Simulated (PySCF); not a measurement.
Computed IR spectrum (relative IR intensity) of a molecule FH₆NSi₂. The structure is a stationary point at PBE-D3(BJ)/def2-SVP. The values are those of a single conformer. Computed with PBE-D3(BJ)/def2-SVP (PySCF). Frequencies are harmonic and unscaled.

ν (cm⁻¹): 287 (w), 411 (m), 578 (w), 688 (m), 754 (m), 805 (m), 834 (m), 886 (vs), 894 (m), 916 (s), 927 (s), 936 (s), 975 (m), 1162 (s), 2150 (s), 2158 (s), 2187 (m), 2196 (m), 2214 (s), 3497 (m) (against the strongest line: vs over 80 %, s over 45 %, m over 15 %, w over 4 %, vw less)

Which molecule gave these data?
(A) N[SiH2][SiH2]F
(B) F[SiH2]N[SiH3]
(C) N[Si@H](F)[SiH3]

B, F[SiH2]N[SiH3]
